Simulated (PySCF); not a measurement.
A side-by-side comparison of computed properties.

First species: C6H6O2S.
Bonds: C1–C2 (double), C2–C3, C3–C4 (double), C4–S5, S5–C6, C6–C7, C7–O8 (double), C7–O9, C3–O9. Hydrogens: H10, H11 on C1; H12 on C2; H13 on C4; H14, H15 on C6.

Second species: C6H6ClFO.
SMILES: `C(/C=C)(C)=C(/Cl)C(=O)F`

Levels: CAM-B3LYP/def2-SVPD for dipole moment, HOMO energy, LUMO energy, HOMO–LUMO gap, static isotropic polarisability and electronic spatial extent ⟨r²⟩ about the centre of nuclear charge; TDDFT CAM-B3LYP/def2-SVPD for lowest singlet excitation; TDA CAM-B3LYP/def2-SVPD for lowest triplet excitation (Tamm–Dancoff); GFN2-xTB for rotational constant A and rotational constant C. Geometries: GFN2-xTB. Each species is one conformer at its optimised geometry, gas phase, non-relativistic unless stated. Electronic properties by PySCF.

Dipoles, sizes and rotational constants follow the conformer. The torsions of the flexible species, by atom-mapped SMILES:
- `[CH2:1]=[CH:2][C:3]1=[CH:4][S:5][CH2:6][C:7](=[O:8])[O:9]1`: C1–C2–C3–C4 178°
- `[CH2:1]=[CH:2]/[C:3]([CH3:4])=[C:5](\[Cl:6])[C:7](=[O:8])[F:9]`: C1–C2–C3–C4 12°, C3–C5–C7–O8 -6°

Values for the first species:

- Dipole moment: 3.66 D
- HOMO energy: -7.65 eV
- LUMO energy: -0.44 eV
- HOMO–LUMO gap: 7.21 eV
- Lowest singlet excitation: 4.42 eV
- Lowest triplet excitation (Tamm–Dancoff): 2.88 eV
- Static isotropic polarisability: 101.1 au
- Electronic spatial extent ⟨r²⟩ about the centre of nuclear charge: 1366 bohr²
- Rotational constant A: 2.151 GHz
- Rotational constant C: 0.818 GHz

(1) Estimate the same properties for the second species, and the change in each.

Answers

(1) 
```tsv
property	first	second	second less first
dipole moment	3.66 D	4.27 D	+0.61 D
HOMO energy	-7.65 eV	-8.67 eV	-1.02 eV
LUMO energy	-0.44 eV	-1.69 eV	-1.25 eV
HOMO–LUMO gap	7.21 eV	6.98 eV	-0.23 eV
lowest singlet excitation	4.42 eV	4.54 eV	+0.12 eV
lowest triplet excitation (Tamm–Dancoff)	2.88 eV	2.59 eV	-0.29 eV
static isotropic polarisability	101.1 au	96.7 au	-4.4 au
electronic spatial extent ⟨r²⟩ about the centre of nuclear charge	1366 bohr²	1515 bohr²	+149 bohr²
rotational constant A	2.151 GHz	2.048 GHz	-0.103 GHz
rotational constant C	0.818 GHz	0.702 GHz	-0.116 GHz
```

On the first: The polarisability is 14.99 Å³ as a volume (1 au = 0.148185 Å³), or 1.37 au for each of the 74 electrons. The dipole equals about 12.2 × 10⁻³⁰ C·m (1 D = 3.33564 × 10⁻³⁰ C·m).

On the second: The principal polarisabilities are 57.2, 93.4 and 139.3 au; their mean is the isotropic value. No computed singlet falls in the visible range (750 to 380 nm, 1.65 to 3.26 eV); S1 lies 1.28 eV above its blue end.
